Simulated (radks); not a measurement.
Neutral silicon inside a hard spherical wall (all orbitals vanish at R), configuration held at [Ne] 3s2 3p2 and not refilled when levels cross. Method: non-relativistic Kohn-Sham, LDA (Slater exchange, Perdew-Wang correlation), spin-polarised, spherical densities, point nucleus; open shells are filled with parallel spins first; computed with a radial shooting solver on a logarithmic mesh with Libxc functionals. Eigenvalues in eV for spin up, with the zero of energy where the potential of the charges vanishes at infinity; a dash marks a level that is unbound or too diffuse for the functional's potential to be trusted. A positive occupied level is held by the wall or, in an anion where self-interaction has pushed it up, behind a barrier. The pressure on the wall is -dE/dV.

\begin{tabular}{lrrrrrrrrr}
R (bohr) & E (hartree) & kinetic (hartree) & e(2s) & e(2p) & e(3s) & e(3p) & e(4s, empty) & e(4p, empty) & pressure (GPa) \\ \hline
free & -288.21781 & 287.517 & -137.95 & -95.519 & -11.333 & -4.624 & -0.402 & - & 0 \\
20 & -288.21781 & 287.517 & -137.95 & -95.519 & -11.333 & -4.624 & -0.388 & 0.371 & < 0.0001 \\
15 & -288.21781 & 287.517 & -137.95 & -95.519 & -11.333 & -4.624 & -0.316 & 0.677 & < 0.0001 \\
10 & -288.21758 & 287.519 & -137.92 & -95.490 & -11.312 & -4.603 & 0.313 & 2.048 & 0.00647 \\
8 & -288.21537 & 287.537 & -137.75 & -95.324 & -11.199 & -4.479 & 1.585 & 4.114 & 0.105 \\
7 & -288.20987 & 287.573 & -137.46 & -95.028 & -11.006 & -4.252 & 3.119 & 6.299 & 0.450 \\
6 & -288.19145 & 287.680 & -136.74 & -94.305 & -10.542 & -3.681 & 6.180 & 10.272 & 2.09 \\
5 & -288.12649 & 287.999 & -134.99 & -92.547 & -9.380 & -2.205 & 12.761 & 18.102 & 10.9 \\
3.5 & -287.54612 & 290.131 & -126.89 & -84.392 & -2.600 & 6.216 & 44.107 & 51.838 & 181 \\
3 & -286.83413 & 292.289 & -120.91 & -78.361 & 4.216 & 14.254 & 71.383 & 79.563 & 536 \\
2.5 & -285.21192 & 296.672 & -111.60 & -68.914 & 18.443 & 30.193 & 122.31 & 129.52 & 1830 \\
\end{tabular}
